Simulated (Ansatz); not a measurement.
Born–Oppenheimer molecular dynamics of CH₅BO₂ (9 atoms, charge 0, multiplicity 1). It starts from a relaxed structure.

The calculation used Ansatz 0.2.0, RHF/def2-SVP.

| Quantity | Value |
| --- | --- |
| ensemble | NVE (velocity Verlet) |
| time step | 0.5 fs |
| steps asked | 500 |
| starting velocities drawn for | 200 K |
| masses | H 2.014 u |
| seed | 67132 |

First frame:

```xyz
9
Properties=species:S:1:pos:R:3
B 0.004 -0.141 -0.043
O -0.034 -0.079 1.316
H -0.873 -0.214 1.727
C 1.388 0.033 -0.782
H 1.802 -0.959 -0.994
H 1.270 0.540 -1.741
H 2.116 0.569 -0.174
O -1.110 -0.375 -0.788
H -1.919 -0.504 -0.321
```

How far do the bonds stretch over the last three quarters of this one trajectory? (Pairs bonded in most of those frames.)


```
 bond  mean (Å)  spread (Å)  shortest  longest
B1–O2     1.362       0.013      1.33     1.39
B1–C4     1.581       0.021      1.54     1.63
B1–O8     1.362       0.010      1.34     1.39
O2–H3     0.944       0.009      0.93     0.96
C4–H5     1.095       0.007      1.08     1.11
C4–H6     1.094       0.015      1.07     1.12
C4–H7     1.091       0.006      1.08     1.10
O8–H9     0.943       0.004      0.94     0.95
```

Mean temperature of the second half: 98 K. The conserved energy stayed within 0.048 meV per atom of its start (net change 0.022 meV per atom), so the integration is sound. Over the second half the temperature averaged 0.49 of the 200 K drawn at the start: a run that starts near a minimum puts about half its kinetic energy into the potential. A run of 0.25 ps of so small a system gives no equilibrium averages.

Run time: 6.1 min on 1 thread of Intel(R) Xeon(R) 6975P-C (Granite Rapids), on a shared host, peak memory 0.15 GiB.
